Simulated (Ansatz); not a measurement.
`N=C([SiH3])[SeH]` + `CC[SiH3]` → `[SiH3]CC[SeH]` + `N=C[SiH3]`  (formal exchange of groups at the Se–C bond)

Program: Ansatz. Geometries: PBE0-D4/def2-TZVP. ΔE: electronic, gas phase. CCSD(T)/CBS is the MP2 limit (def2-TZVPP, def2-QZVPP) plus CCSD(T) − MP2 in def2-TZVPP, frozen cores. DFT in def2-TZVPP. B3LYP here is the variant with VWN-RPA as its local correlation; programs differ in this. For Se outer-core shells are correlated without core-valence functions, which leaves a few kJ/mol of doubt a bond. Scalar relativity is left out up to krypton. Each species was taken in one conformer, which may not be the lowest.

Task: Is it downhill or uphill in electronic energy at CCSD(T)/CBS, and by how much? (Estimate.)

Result: Ansatz gave: Uphill: ΔE = +0.28 eV.

Task: What do these levels give: PBE-D4, B3LYP-D4, r2SCAN, PBE0, B3LYP, SCS-MP2/def2-TZVPP, CCSD(T)/def2-TZVPP, HF/def2-QZVPP, MP2/def2-QZVPP, SCS-MP2/def2-QZVPP, MP2/CBS(def2), CCSD/CBS(def2)? (Estimate.)

Result: Computed: PBE-D4 0.42, B3LYP-D4 0.35, r2SCAN 0.41, PBE0 0.34, B3LYP 0.32, SCS-MP2/def2-TZVPP 0.28, CCSD(T)/def2-TZVPP 0.28, HF/def2-QZVPP 0.17, MP2/def2-QZVPP 0.33, SCS-MP2/def2-QZVPP 0.28, MP2/CBS(def2) 0.33, CCSD/CBS(def2) 0.25 eV.

Largest T1 diagnostic among the species: 0.012.

In def2-TZVPP, CCSD(T) changes the Hartree–Fock value by +0.11 eV (the triples alone add +0.03 eV) and MP2 by +0.15 eV. From PBE to PBE0 (25 % exact exchange), in def2-TZVPP and without D4, ΔE moves by −0.06 eV.
